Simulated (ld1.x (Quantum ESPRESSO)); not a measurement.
aluminium: PAW pseudisation with PW91, scalar-relativistic reference atom.

| Quantity | Value |
| --- | --- |
| Element | Al (Z = 13) |
| Generator | ld1.x (Quantum ESPRESSO) 7.5 |
| Type | PAW |
| Functional | PW91 |
| Relativity | scalar-relativistic |
| Frozen core | [Ne] |
| Valence charge | 3 |
| Reference configuration | 3s1.5 3p0 (charge +1.5) |
| Partial waves | 3s (bound): rcut 1.50, rcutus 1.65 bohr; 3s channel at -0.8 Ry: rcut 1.50, rcutus 1.65 bohr; 3p (bound, empty): rcut 1.55, rcutus 2.15 bohr; 3p channel at -0.3 Ry: rcut 1.55, rcutus 2.15 bohr; 3d channel at 0.35 Ry: rcut 1.65, rcutus 2.10 bohr; 3d channel at 2.35 Ry: rcut 1.65, rcutus 2.10 bohr |
| Local potential | all-electron potential smoothed inside 1.25 bohr (lloc = -1) |
| Core correction | Bessel-smoothed model core, default radius (core density twice the valence density) |
| Augmentation charge | BESSEL, radius 1.55 bohr |

All-electron outer shells of the reference configuration (PW91, scalar-relativistic, ld1.x):

| shell | level (eV) | outermost node (bohr) | outermost maximum (bohr) |
| --- | --- | --- | --- |
| 3s | -19.25 | 0.79 | 1.96 |
| 3p | -13.10 | 0.80 | 2.28 |

Estimate the cutoffs (Ry, on a coarse ladder) from which the occupation-weighted sum of valence levels, in a spherical-Bessel basis at the reference potential, stays within 10 and 1 mRy of its value at 400 Ry.

8 Ry and 12 Ry.

Does the potential have ghost states?

Ghost state, extra bound levels that the all-electron valence spectrum of the same l lacks: s at -35.3 eV. A true bound ghost makes a file unfit for plane-wave use.

Is the overlap operator S = 1 + Σ q|β⟩⟨β| positive definite (Bessel basis up to 400 Ry)?

Yes: its lowest eigenvalue is 0.56 (s channel).

Test run stopped at test 1 of 7 (negative rho).
